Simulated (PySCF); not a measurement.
**Stationary points of RuO4**

All numbers come from PBE0 in PySCF with Ru def2-TZVP with ECP28, O def2-TZVP; scalar-relativistic core potentials, no spin–orbit coupling; density-fitted integrals.

Relaxations began from a few typed shapes. The search is not exhaustive: other isomers or separated fragments can lie lower, and high-lying points may rest on an excited occupation.

Order these stationary points by electronic energy, lowest first, in kJ/mol from the lowest minimum.
A. singlet D4h: Ru–O 1.734 Å (×4); O–Ru–O 90.0° (×4), O–Ru–O 180.0° (×2)
B. singlet C2v: O–O 1.458 Å, Ru–O 1.668 Å (×2), Ru–O 1.857 Å (×2); O–O–Ru 66.9° (×2), O–Ru–O 46.2°, O–Ru–O 100.8° (×2), O–Ru–O 112.1°, O–Ru–O 147.1° (×2)
C. singlet C2v: O–O 1.380 Å, Ru–O 1.647 Å (×2), Ru–O 1.865 Å (×2); O–O–Ru 68.3° (×2), O–Ru–O 43.4°, O–Ru–O 116.0° (×4), O–Ru–O 123.8°
D. singlet Td: Ru–O 1.663 Å (×4); O–Ru–O 109.5° (×6)

D (0.0), C (105.0), B (307.2), A (640.6).

Which of them are minima?

By energy in kJ/mol, 0.0: minimum; 105.0: minimum; 307.2: saddle point, 2 imaginary modes; 640.6: saddle point, 4 imaginary modes.

Formally Ru is in oxidation state +8, d0. The polar-tensor charge on Ru, 2.07, is far below the formal one.

The electron or spin density has lower symmetry than the nuclear frame for the singlet D4h at 640.6 kJ/mol.
